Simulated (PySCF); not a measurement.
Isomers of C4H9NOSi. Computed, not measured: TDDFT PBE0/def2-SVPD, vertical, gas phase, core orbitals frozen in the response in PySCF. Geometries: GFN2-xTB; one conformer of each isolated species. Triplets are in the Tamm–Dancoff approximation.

A. `CC(=O)[C@@H]1CN[SiH2]1`
B. `CC(=O)[SiH]1CNC1`
C. `O=C([SiH3])C1CNC1`

Lowest singlet levels (six at most, fewer where fewer were computed) with oscillator strengths:

1. 366 nm (f 0.001); 288 nm (f 0.000); 210 nm (f 0.003); 207 nm (f 0.029); 204 nm (f 0.073); 199 nm (f 0.003); T1 2.70 eV
2. 352 nm (f 0.001); 285 nm (f 0.021); 206 nm (f 0.001); 203 nm (f 0.012); 196 nm (f 0.005); 189 nm (f 0.046); T1 2.86 eV
3. 272 nm (f 0.002); 250 nm (f 0.004); 223 nm (f 0.005); 216 nm (f 0.004); 198 nm (f 0.002); 186 nm (f 0.076); T1 4.01 eV

**Question.** Which spectrum belongs to which structure?

**Answer.** 1 = B, 2 = C, 3 = A.
- A: S1 at 4.56 eV, HOMO-1→LUMO (42%), HOMO-1→LUMO+1 (34%), HOMO→LUMO (15%); Löwdin shares by element: HOMO nitrogen 52%, carbon 11% or more, silicon 9%, oxygen 8% (atoms not listed hold the other 21%); LUMO silicon 32%, carbon 14% or more, oxygen 12%, hydrogen 10% or more (atoms not listed hold the other 32%); HOMO -6.84 and LUMO -0.58 eV.
- B: S1 at 3.39 eV, HOMO-1→LUMO (56%), HOMO→LUMO (41%); Löwdin shares by element: HOMO nitrogen 37%, carbon 16% or more, oxygen 16% (atoms not listed hold the other 31%); LUMO carbon 40% or more, oxygen 30%, silicon 13% (atoms not listed hold the other 17%); HOMO -6.67 and LUMO -1.35 eV.
- C: S1 at 3.52 eV, HOMO-1→LUMO (79%), HOMO→LUMO (19%); Löwdin shares by element: HOMO nitrogen 51%, carbon 19% or more, oxygen 4% (atoms not listed hold the other 26%); LUMO carbon 43% or more, oxygen 30%, silicon 12% (atoms not listed hold the other 15%); HOMO -6.68 and LUMO -1.36 eV.
B and C have S1 within 0.14 eV of each other; their strongest listed levels stand at 6.07 eV (f 0.073) and 6.56 eV (f 0.046).
